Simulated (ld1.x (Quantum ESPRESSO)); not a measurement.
Building the TM potential for H (LDA (PZ), non-relativistic).

| Quantity | Value |
| --- | --- |
| Element | H (Z = 1) |
| Generator | ld1.x (Quantum ESPRESSO) 7.5 |
| Type | norm-conserving Troullier–Martins (Kleinman–Bylander form) |
| Functional | LDA (PZ) |
| Relativity | non-relativistic |
| Frozen core | none |
| Valence charge | 1 |
| Reference configuration | 1s1 |
| Partial waves | 1s (bound): rc 0.90 bohr |
| Local potential | all-electron potential smoothed inside 0.75 bohr (lloc = -2) |
| Core correction | none |

All-electron outer shells of the reference configuration (LDA (PZ), non-relativistic, ld1.x):

```json
{"shell": "1s", "level (eV)": "-6.36", "outermost node (bohr)": "–", "outermost maximum (bohr)": "1.05"}
```

(1) Estimate the cutoffs (Ry, on a coarse ladder) from which the occupation-weighted sum of valence levels, in a spherical-Bessel basis at the reference potential, stays within 10 and 1 mRy of its value at 400 Ry.

(2) Does the potential have ghost states?

Results:

(1) 30 Ry and 50 Ry.

(2) No extra level below or beside the all-electron valence levels (s, p, d, f tested).
